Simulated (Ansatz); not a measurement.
C$_{11}$H$_{13}$FTi, SMILES `[CH3][Ti]12345678([F])([C@H]9[C@@H]1[C@@H]2[C@@H]3[C@H]94)[C@H]1[C@@H]5[C@@H]6[C@@H]7[C@H]18` from Hartree–Fock to CCSD(T)

Cartesian coordinates in Å:
```
C -0.4962 -0.1419 2.1517
Ti 0.3825 0.0265 0.1915
F 2.0791 0.1692 0.8193
C 0.1082 2.3864 0.5993
C -1.1593 1.8617 0.2526
C -1.0920 1.4119 -1.0741
C 0.2263 1.6336 -1.5426
C 0.9502 2.2620 -0.5118
C 1.2852 -1.7880 -1.0711
C 0.1032 -1.3855 -1.7188
C -0.9794 -1.6423 -0.8507
C -0.4609 -2.2134 0.3277
C 0.9368 -2.3006 0.1923
H -0.3027 0.7823 2.6989
H 0.0124 -0.9607 2.6659
H -1.5714 -0.3350 2.1647
H 0.3943 2.7651 1.5681
H -2.0213 1.8107 0.8988
H -1.8965 0.9625 -1.6345
H 0.6035 1.3970 -2.5253
H 2.0005 2.5075 -0.5370
H 2.2894 -1.6678 -1.4490
H 0.0361 -0.9515 -2.7040
H -2.0206 -1.4402 -1.0496
H -1.0363 -2.5232 1.1845
H 1.6290 -2.6264 0.9531
```

Charge 0, multiplicity 1. Correlated methods include outer-core shells of Ti, which these sets cover unevenly. Scalar relativity is left out up to krypton. All single points use the PBE0-D4/def2-TZVP geometry. Frozen core, restricted reference, Ansatz.

| basis | HF (Eh) | MP2 corr. | CCSD corr. | (T) | CCSD(T) total |
| --- | --- | --- | --- | --- | --- |
| def2-SVP | -1371.49107 | -2.05234 | -2.08765 | -0.10565 | -1373.68437 |
| def2-TZVPP | -1372.19844 | ? | ? | ? | ? |
| def2-QZVPP | -1372.23496 | ? | – | – | – |

(1) Fill in the withheld values. (Best estimate.)

Results:

(1) Computed: def2-TZVPP MP2 corr.: -2.55658; def2-TZVPP CCSD corr.: -2.55550; def2-TZVPP (T): -0.14874; def2-TZVPP CCSD(T) total: -1374.90268; def2-QZVPP MP2 corr.: -2.72692.
